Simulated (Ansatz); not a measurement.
Computed with Ansatz on PBE0-D4/def2-TZVP structures; ΔE is electronic, products minus reactants. CCSD(T)/CBS adds triple-zeta CCSD(T) − MP2 to the extrapolated MP2 energy (def2 sets, frozen cores). Functionals use def2-TZVPP. Each species was taken in one conformer, which may not be the lowest.

Reaction (redistribution): `O[Si]1(Cl)CO1` + `NB(O)CO` → `N[Si]1(Cl)CO1` + `OCB(O)O`

Problem. Is it downhill or uphill in electronic energy at CCSD(T)/CBS, and by how much? (Best estimate.)

Solution. Computed: Downhill: ΔE = -9.7 kJ/mol.

Problem. What do these levels give: ωB97M-V, PBE, HF/def2-TZVPP, MP2/def2-TZVPP, SCS-MP2/def2-QZVPP, MP2/CBS(def2)? (Best estimate.)

Solution. Ansatz gave: ωB97M-V -10.3, PBE -8.1, HF/def2-TZVPP -12.6, MP2/def2-TZVPP -10.0, SCS-MP2/def2-QZVPP -9.9, MP2/CBS(def2) -9.8 kJ/mol.

Largest T1 diagnostic among the species: 0.012.
